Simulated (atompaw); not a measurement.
# What one change does to a pseudopotential (cerium, PAW (atompaw))

atompaw 4.2.0.5 input, output lines left out:

```
Ce 58
LDA-PW scalarrelativistic loggrid 2001 logderivrange -4 5 226
6 6 5 4 0 0
6 1 0
5 2 2
4 3 0
0 0 0
c
c
c
c
c
v
c
c
c
v
v
c
c
v
v
3
3.00 2.25 2.25 2.90
y
0.2
n
n
y
0.7
n
y
0.2
n
custom polynom vanderbiltortho sinc
4 0.5 ultrasoft
3.00
3.00
3.00
3.00
3.00
3.00
1.55
1.55
```

All-electron outer shells of the reference configuration (LDA (PW92), scalar-relativistic, ld1.x):

| shell | level (eV) | outermost node (bohr) | outermost maximum (bohr) |
| --- | --- | --- | --- |
| 4d | -118.12 | 0.31 | 0.65 |
| 5s | -44.06 | 0.75 | 1.35 |
| 5p | -25.88 | 0.80 | 1.51 |
| 4f | -11.71 | – | 0.69 |
| 5d | -4.19 | 0.91 | 2.04 |
| 6s | -4.14 | 1.77 | 3.54 |
| 6p | -1.47 | 2.08 | 4.66 |

Change: wave 5p (bound): rc 3.00 bohr becomes 5p (bound): rc 1.56 bohr.

Cutoffs: the cutoffs (Ry, on a coarse ladder) from which the occupation-weighted sum of valence levels, in a spherical-Bessel basis at the reference potential, stays within 10 and 1 mRy of its value at 400 Ry; they do not see the model core or the augmentation charge, which bear on the density cutoff.

What does the change do?

The potential gets harder (10 Ry and 18 Ry → 35 Ry and 60 Ry); both files keep a bound ghost (s); the range in which the p phases agree narrows (upper end 4.6 → 0.5).

```csv
quantity,base,changed
"cutoff, loose",10 Ry,35 Ry
"cutoff, tight",18 Ry,60 Ry
loose cutoff by channel (10 mRy a level),"s 6 Ry, p 8 Ry, d 8 Ry","s 6 Ry, p 25 Ry, d 8 Ry"
bound ghosts,s,s
s: phases at 3.01 bohr within 0.05 rad from the reference energy up to (Ry; the scan ends near 5),3.6,3.6
p: phases at 3.01 bohr within 0.05 rad from the reference energy up to (Ry; the scan ends near 5),4.6,0.5
d: phases at 3.01 bohr within 0.05 rad from the reference energy up to (Ry; the scan ends near 5),to the end of the scan,to the end of the scan
f: phases at 3.01 bohr within 0.05 rad from the reference energy up to (Ry; the scan ends near 5),4.0,4.0
lowest overlap eigenvalue by channel,"s 0.47, p 0.85, d 0.92, f 0.99","s 0.47, p 0.41, d 0.92, f 0.99"
```

Base: The cutoffs count occupied waves only; the empty 4f level needs 45 Ry at the loose tolerance. A true bound ghost makes a file unfit for plane-wave use even where its test errors are small: the radial tests pick states by their node count and pass the ghost by. The cutoffs see the waves, projectors and local potential, not the compensation charge or the core.
